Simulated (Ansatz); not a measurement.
`[SiH3][GaH][SH]` → `[SH][GaH2]` + `[SiH2]`  (silylene loss)

Isolated molecules relaxed with PBE0-D4/def2-TZVP in Ansatz; ΔE leaves out vibrations. CCSD(T)/CBS adds triple-zeta CCSD(T) − MP2 to the extrapolated MP2 energy (def2 sets, frozen cores). This one scheme is used for every species. Functionals use def2-TZVPP. HSE06 is defined as in plane-wave codes. For Ga outer-core shells are correlated without core-valence functions, which leaves a few kJ/mol of doubt a bond. Scalar relativity is left out up to krypton. One conformer a species, not always the lowest.

```tsv
level	ΔE (eV)	difference from CCSD(T)/CBS
LDA (SPW92)	3.04	0.34
PBE0-D4	2.86	0.16
HSE06-D4	2.86	0.16
ωB97X-V	2.76	0.06
PBE-QIDH	2.86	0.16
PBE	2.74	0.04
r2SCAN	2.89	0.19
PBE0	2.80	0.10
r2SCANh	2.89	0.19
BHLYP	2.60	-0.10
CAM-B3LYP	2.61	-0.09
LC-ωPBE	2.84	0.14
MP2/def2-SVP	2.67	-0.03
CCSD/def2-SVP	2.46	-0.24
HF/def2-QZVPP	2.39	-0.31
MP2/CBS(def2)	2.86	0.16
CCSD(T)/CBS	2.70	0
```

Largest T1 diagnostic among the species: 0.014.

At CCSD(T), def2-SVP lies −0.19 eV from the extrapolated value and def2-TZVPP −0.08 eV. From BLYP to BHLYP (50 % exact exchange), in def2-TZVPP and without D4, ΔE moves by +0.17 eV.
